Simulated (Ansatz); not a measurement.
Two isomers of C7H14: A = `CC(C)=CC(C)C`, B = `CC1(C)CCCC1`.

Isolated molecules relaxed with PBE0-D4/def2-TZVP in Ansatz; ΔE leaves out vibrations. CBS: MP2 limit from def2 TZ/QZ plus the TZ coupled-cluster correction, frozen cores. Functionals use def2-TZVPP. B3LYP here is the variant with VWN-RPA as its local correlation; programs differ in this. One conformer a species, not always the lowest.

(1) Which isomer does CCSD(T)/CBS put lower? Give the gap. (Estimate.)

(2) Give E(B) − E(A) in kJ/mol with MP2/def2-TZVPP, B3LYP-D4, B2PLYP, r2SCAN-D4, PBE0-D4, CCSD(T)/def2-TZVPP, HF/def2-TZVPP. (Best estimate.)

Largest T1 diagnostic: 0.009.

## Answers

(1) Computed: B, by 55.7 kJ/mol.

(2) Computed: MP2/def2-TZVPP -65.2, B3LYP-D4 -37.3, B2PLYP -40.5, r2SCAN-D4 -50.9, PBE0-D4 -61.3, CCSD(T)/def2-TZVPP -57.2, HF/def2-TZVPP -34.2. None reverses the order clearly.

In def2-TZVPP, CCSD(T) changes the Hartree–Fock value by −23.0 kJ/mol (the triples alone add +0.4 kJ/mol) and MP2 by −31.1 kJ/mol. Leaving LDA and LC-ωPBE aside and taking each functional with its dispersion term where it has one, the values, not all of them listed here, spread over 43.2 kJ/mol, from PBE-QIDH to BLYP-D4. LDA lies −29.6 kJ/mol from PBE without D4.
